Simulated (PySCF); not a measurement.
System: sum formula Si2H4F, net charge 0, doublet state. It need not be the lowest isomer of its formula. 
Coordinates optimised at B3LYP-D3(BJ)/def2-TZVP (Ansatz):
SMILES: F[SiH2][SiH2]
```xyz
7

F     -1.5224    -0.8332    -0.5339
Si    -0.7300     0.2729     0.3301
Si     1.5482     0.1217    -0.1507
H     -1.2308     1.6104    -0.0595
H     -1.0562     0.0132     1.7525
H      2.2801     1.3812     0.1368
H      2.2545    -1.0301     0.4641
```
Charge 0, spin multiplicity 2.

Dispersion corrections to the total energy (kcal/mol) from the dftd3 and dftd4 libraries through PySCF: D3(BJ) without and D4 with the three-body term, each with the damping fitted for the functional named.

```csv
functional,D3(BJ),D4
PBE0,-2.72,-2.53
revPBE,-7.26,___
TPSS,___,-4.03
BHLYP,-4.88,-4.08
PBE,-3.01,-3.00
r2SCAN,-0.82,___
BP86,-5.43,-4.10
```

### Question
Some entries are withheld; supply them.

### Answer

- revPBE, D4: -8.40
- TPSS, D3(BJ): -3.92
- r2SCAN, D4: -0.68
